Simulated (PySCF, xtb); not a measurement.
C3H6BNO, SMILES CNB(O)C#C. Other conformers were not sampled.

Harmonic wavenumbers (cm⁻¹) from GFN2-xTB run with xtb at its own minimum, in rising order: 112, 136, 158, 207, 231, 400, 487, 498, 535, 637, 679, 683, 694, 941, 1053, 1116, 1133, 1207, 1300, 1414, 1466, 1483, 1505, 2222, 2925, 2950, 3029, 3357, 3459, 3665.

Q: What does PBE-D3(BJ)/def2-SVP (PySCF) give at its own minimum? (An estimate is asked for; the answer gives what the named calculation found.)

A: 130, 142, 160, 239, 256, 426, 447, 535, 591, 641, 666, 679, 691, 953, 1055, 1107, 1147, 1273, 1305, 1400, 1416, 1428, 1536, 2109, 2934, 2992, 3071, 3394, 3516, 3777. Paired by order, the mean absolute difference is 31 cm⁻¹ and the zero-point energies are 56.7 and 57.2 kcal/mol.
